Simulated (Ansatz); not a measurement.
# Isomers

Structures of BGeSiH₅, singlet, relaxed at PBE0-D4/def2-TZVP (vibrations not checked; lower isomers may exist, and structures with a doubtful reference or unclear bonds are left out). Program: Ansatz 0.2.0. Basis: def2-TZVPP. Cores are frozen in the correlated methods. Filled d shells of the heavier atoms are correlated. The def2 sets are not built for correlating such inner shells, so the correlated values are less sure here. B3LYP uses VWN-RPA correlation.

Question: Rank them by CCSD(T) energy, lowest first, and give each one's height above the lowest. Links in brackets join atoms within 1.22 times the sum of their covalent radii (1.1 for two metals). (Judge from chemistry; the value comes from the calculation.)
A.
BGeSiH₅ ([BH][SiH][GeH3])
```
8
angstrom
B -1.5692 0.5544 -1.3062
Si -0.0964 1.1322 -0.3760
Ge 0.7392 -0.6811 0.9025
H -2.6604 0.2866 -1.6765
H 0.8652 1.9675 -1.1408
H 1.3114 -0.1787 2.2395
H 1.8425 -1.4504 0.1572
H -0.4322 -1.6305 1.2003
```
B.
BGeSiH₅ ([SiH2][B][GeH3])
```
8
angstrom
Si -1.1273 1.3061 -1.2978
B -0.1988 0.1469 -0.2293
Ge 0.8686 -1.0546 0.9924
H -1.9221 0.8305 -2.4505
H -1.1278 2.7621 -1.0404
H 1.5464 -0.1030 1.9975
H 1.9638 -1.8388 0.2513
H -0.0027 -2.0492 1.7768
```
C.
BGeSiH₅ ([H]1[BH]2[GeH3][Si]12)
```
8
angstrom
B -1.3017 0.2125 -0.7076
Si 0.0599 1.4270 -0.8070
Ge 0.3384 -0.7263 0.5873
H -2.2482 -0.4995 -0.7557
H -1.4482 1.2921 0.0259
H 0.4288 -0.3720 2.0796
H 1.7579 -0.9211 0.0238
H -0.3796 -2.0811 0.4507
```
D.
BGeSiH₅ ([SiH2][Ge]1[H][BH2]1)
```
8
angstrom
Si -0.7747 1.3372 -1.4993
B 0.8709 -1.2469 0.9769
Ge -0.5478 -0.4573 -0.1504
H -1.9573 1.1503 -2.3876
H -0.9126 2.6214 -0.7545
H 0.6587 0.0554 1.1365
H 1.9370 -1.4175 0.4675
H 0.4972 -1.8358 1.9449
```

Answer: Computed: C (0.0 kJ/mol), D (20.1 kJ/mol), A (84.3 kJ/mol), B (109.2 kJ/mol). Heights count from the lowest.

Question: Do PBE-D4, r2SCAN-D4, PBE0-D4, B3LYP-D4, wB97M-V, HF, MP2 give the same order? (Judge from chemistry; the calculation decides.)

Answer: Computed: Lowest first: PBE-D4 D < C < A < B; B3LYP-D4 D < C < A < B. The others agree with CCSD(T).

The T1 diagnostic stays at or below 0.017. The restricted Hartree–Fock reference is unstable towards an unrestricted one at one or more of these structures. A large double-excitation amplitude points to some diradical character; no triplet was computed.

For scale, one of the runs: CCSD(T)/def2-TZVPP, 191 basis functions, launched by `ansatz run in.yaml --threads 2 --pin off --events-out ev --progress --plain --max-ram 4352MiB`. Hardware: 2 CPU threads of an Arm Neoverse V1, shared host. Wall time 78 s; peak host memory 1.9 GiB.
